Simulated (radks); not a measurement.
Values are calculated unless marked as measured or tabulated.
Valence configurations of the vanadium ion V2+ (all share [Ar]). Code: a radial shooting solver on a logarithmic mesh with Libxc functionals. Model: non-relativistic Kohn-Sham, r2SCAN, spin-unpolarised, spherical densities, point nucleus; meta-GGA in the generalised Kohn-Sham scheme. Energies are relative to 3d3; eigenvalues in eV.

\begin{tabular}{lrrrr}
valence & E (eV) & e(3d) & e(4p) & e(4s) \\ \hline
3d3 & 0.000 & -21.089 & - & - \\
3d2.5 4s0.5 & 2.487 & -23.833 & - & -18.188 \\
3d2 4s1 & 5.661 & -26.708 & - & -19.603 \\
3d2 4p1 & 10.781 & -27.770 & -14.894 & - \\
3d1 4s1 4p1 & 20.392 & -33.991 & -16.751 & -22.469 \\
3d1 4s0.5 4p1.5 & 23.237 & -34.499 & -16.983 & -22.647 \\
3d1 4p2 & 26.059 & -35.001 & -17.190 & - \\
4s0.5 4p2.5 & 43.528 & - & -19.080 & -25.310 \\
4p3 & 46.639 & - & -19.272 & - \\
\end{tabular}

NIST lists [Ar] 3d3 as the ground configuration; this level of theory agrees among the configurations tried. The energies are those of spherical spin-averaged densities, not of single terms.
